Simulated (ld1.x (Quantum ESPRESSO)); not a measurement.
Results of a calculation; reference values are marked as such.
**Potentials for C (Z = 6) compared**

Generated with ld1.x 7.5 (TM, RRKJ, ultrasoft, PAW), atompaw 4.2 or ONCVPSP 4.0.1. The cutoff is in Ry: for ld1.x and atompaw files where the sum of valence levels is converged to 10 mRy in a Bessel basis, for ONCV files where the hardest occupied wave has 1 mHa per electron of residual kinetic energy. The error is the largest all-electron minus pseudo excitation energy over each file’s own four to seven test configurations (ionisations up to +4, promotions, holes and added fractions of an electron), all of which were solved. The labels leave out finer settings (local radius, basis sizes, second energies), which also bear on the numbers. Spin-polarised tests are not counted. The rows are a selection from randomly drawn settings: files with unsolved tests, undetermined cutoffs or missed reference levels are left out.

```tsv
potential	cutoff (Ry)	largest error (meV)	bound ghosts
TM, PBE, scalar-relativistic, rc 1.35/2.25/2.05 (spd), local smoothed, core correction no, reference 2s2 2p1.5	30	+338	none
TM, PBEsol, non-relativistic, rc 0.85/1.55 (sp), local smoothed, core correction no, reference 2s2 2p0	90	+226	none
PAW, PBE, scalar-relativistic, rc 1.20/1.65 (sp), local smoothed, core correction yes, reference 2s2 2p1	21	-9.0	none
RRKJ, PBE, scalar-relativistic, rc 1.00/1.60/1.55 (spd), local s, core correction yes, reference 2s2 2p2	40	+331	none
TM, LDA (PZ), scalar-relativistic, rc 1.25/1.40 (sp), local s, core correction yes, reference 2s2 2p0	35	+105	none
TM, PBE, non-relativistic, rc 1.30/1.90/1.45 (spd), local smoothed, core correction yes, reference 2s2 2p1	35	+270	none
```

Fill in the row for C: PAW, LDA (PZ), scalar-relativistic, rc 1.35/1.65/1.20 (spd), local smoothed, core correction yes, reference 2s2 2p2.

cutoff 25 Ry, largest error -15 meV, bound ghosts: none.

Fill in the row for C: TM semilocal, PW91, scalar-relativistic, rc 1.30/2.60 (sp), local p, core correction no, reference 2s1 2p3.

cutoff 30 Ry, largest error +2027 meV, bound ghosts: none.
